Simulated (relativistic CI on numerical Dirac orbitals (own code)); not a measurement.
# Co+: resonant inelastic scattering at the L2,3 edge

Computed with this model: Dirac-Coulomb-Breit CI, orbitals from a KLI potential per configuration, model QED, Kramers-Heisenberg scattering through one core-hole configuration in a parametric crystal field, unscaled Slater integrals; configurations [Ar] 3d8 → [He] 2s2 2p5 3s2 3p6 3d9; 300 K; core-hole width 0.24 eV; summed over polarisations. Incident energies are the highest absorption maxima for each field (at most a few, so the weaker spin-orbit partner edge can be absent), on the computed scale of the free ion. Intensities are in per cent of the strongest line above 0.02 eV; levels within 1 cm⁻¹ are merged; final levels count from the ground level, the first row holds all elastic scattering, lines under 0.4 are left out and each table stops after 24 rows. The scale of the Slater integrals is a model choice and moves the terms in proportion.

Field parameters in Wybourne normalisation: D3d B²₀ = −7Dσ, B⁴₀ = −14Dq − 21Dτ, B⁴₃ = −14√(10/7) Dq; Oh B⁴₀ = 21Dq, B⁴₄ = √(5/14) B⁴₀; Td as Oh with Dq negative (B⁴₀ = 21Dq, B⁴₄ = √(5/14) B⁴₀). The field is a parameter set, without covalency.

S is read from ⟨S²⟩ = S(S + 1).

Oh, 10Dq = 7050 cm⁻¹:

```tsv
Final level (eV)	Degeneracy	Irrep	S	779.2 eV	793.9 eV	795.3 eV
0.000	3	T2	1.00	161.9	26.3	45.0
0.853	2	E	1.00	24.0	3.7	6.0
0.863	3	T1	1.00	49.2	3.3	40.0
0.896	3	T2	1.00	100.0	46.9	20.3
0.910	1	A2	1.00	8.2	1.1	3.9
1.427	1	A1	1.00	9.6	0.1	9.9
1.472	3	T1	1.00	21.8	5.2	4.4
1.545	2	E	0.99	14.0	8.1	2.3
1.548	3	T2	1.00	16.7	14.4	10.0
2.028	2	E	0.05	13.0	11.9	44.3
2.800	3	T2	0.09	10.3	15.0	8.7
3.196	2	E	1.00	18.7	2.0	17.7
3.211	3	T2	0.97	12.1	7.3	9.8
3.217	1	A1	0.15	0.1	0.3	42.9
3.249	3	T1	1.00	5.1	7.7	15.4
3.276	1	A1	0.94	0.0	0.2	18.8
3.561	3	T1	0.00	0.6	1.6	94.7
4.136	2	E	0.00	1.9	0.4	10.4
4.211	3	T2	0.00	0.8	1.4	10.2
7.836	1	A1	0.00	0.0	0.1	2.3
```

Td, 10Dq = -6350 cm⁻¹:

| Final level (eV) | Degeneracy | Irrep | S | 778.8 eV | 779.3 eV | 781.5 eV |
| --- | --- | --- | --- | --- | --- | --- |
| 0.000 | 1 | A1 | 1.00 | 246.3 | 153.9 | 21.2 |
| 0.037 | 3 | T1 | 1.00 | 32.6 | 100.0 | 2.0 |
| 0.107 | 2 | E | 1.00 | 50.8 | 92.1 | 10.0 |
| 0.117 | 3 | T2 | 1.00 | 7.8 | 14.0 | 8.2 |
| 0.740 | 3 | T1 | 1.00 | 58.4 | 29.2 | 13.1 |
| 0.748 | 2 | E | 1.00 | 19.6 | 69.8 | 5.7 |
| 0.756 | 3 | T2 | 1.00 | 33.8 | 62.7 | 9.9 |
| 0.778 | 1 | A2 | 1.00 | 0.7 | 1.2 | 7.6 |
| 1.542 | 3 | T2 | 1.00 | 21.9 | 6.8 | 5.1 |
| 1.972 | 3 | T2 | 0.04 | 3.3 | 1.5 | 22.0 |
| 2.074 | 2 | E | 0.03 | 3.9 | 3.4 | 18.0 |
| 2.696 | 3 | T2 | 0.99 | 20.0 | 14.8 | 10.3 |
| 2.698 | 2 | E | 0.99 | 5.1 | 41.3 | 0.5 |
| 2.751 | 3 | T1 | 1.00 | 9.5 | 1.8 | 2.3 |
| 2.773 | 1 | A1 | 1.00 | 0.4 | 5.2 | 8.4 |
| 3.132 | 3 | T2 | 0.01 | 0.3 | 0.2 | 35.2 |
| 3.429 | 3 | T1 | 0.00 | 0.5 | 2.0 | 50.3 |
| 3.430 | 1 | A1 | 0.00 | 0.3 | 0.8 | 17.0 |
| 3.811 | 2 | E | 0.00 | 0.6 | 1.8 | 23.4 |
| 7.365 | 1 | A1 | 0.00 | 0.0 | 0.1 | 5.3 |

D3d, 10Dq = 15850, Dσ = -360, Dτ = -380 cm⁻¹:

| Final level (eV) | Degeneracy | Irrep | S | 779.9 eV | 794.6 eV | 795.9 eV |
| --- | --- | --- | --- | --- | --- | --- |
| 0.000 | 1 | A1 | 1.00 | 297.8 | 45.9 | 59.3 |
| 0.000 | 2 | E | 1.00 | 32.3 | 8.7 | 10.9 |
| 1.655 | 2 | E | 0.99 | 60.4 | 10.9 | 13.9 |
| 1.667 | 2 | E | 1.00 | 96.0 | 21.5 | 25.7 |
| 1.670 | 1 | A2 | 1.00 | 28.8 | 2.7 | 6.5 |
| 1.674 | 1 | A1 | 1.00 | 66.9 | 21.9 | 10.1 |
| 1.928 | 2 | E | 0.96 | 100.0 | 29.0 | 17.8 |
| 1.938 | 1 | A2 | 1.00 | 34.0 | 4.5 | 7.6 |
| 2.076 | 2 | E | 0.14 | 31.2 | 18.0 | 81.1 |
| 2.723 | 1 | A1 | 1.00 | 11.1 | 4.2 | 12.7 |
| 2.735 | 1 | A2 | 1.00 | 7.1 | 9.5 | 0.1 |
| 2.752 | 2 | E | 1.00 | 23.3 | 14.1 | 5.9 |
| 2.771 | 2 | E | 1.00 | 42.1 | 14.4 | 3.8 |
| 3.111 | 1 | A1 | 1.00 | 17.6 | 5.4 | 2.8 |
| 3.114 | 2 | E | 1.00 | 39.4 | 16.4 | 5.4 |
| 3.506 | 1 | A1 | 0.02 | 0.4 | 1.3 | 85.9 |
| 3.659 | 2 | E | 0.02 | 11.5 | 12.5 | 21.0 |
| 3.908 | 1 | A1 | 0.03 | 5.4 | 6.7 | 8.9 |
| 4.456 | 2 | E | 0.26 | 5.9 | 3.0 | 67.8 |
| 4.511 | 2 | E | 0.90 | 21.2 | 3.8 | 12.9 |
| 4.517 | 2 | E | 0.98 | 14.2 | 7.7 | 3.3 |
| 4.528 | 1 | A2 | 0.97 | 3.9 | 5.4 | 2.2 |
| 4.532 | 1 | A1 | 0.99 | 4.4 | 1.3 | 4.2 |
| 4.620 | 1 | A2 | 0.08 | 1.2 | 1.3 | 38.8 |

For the first field the strongest loss at the lowest incident energy is the level at 0.90 eV (S = 1.00, against 1.00 in the thermal ground state). Levels of other spin, the first over 8 % at 2.03 eV, appear because spin-orbit coupling of the core hole, and in heavier ions of the valence shell too, mixes spins.
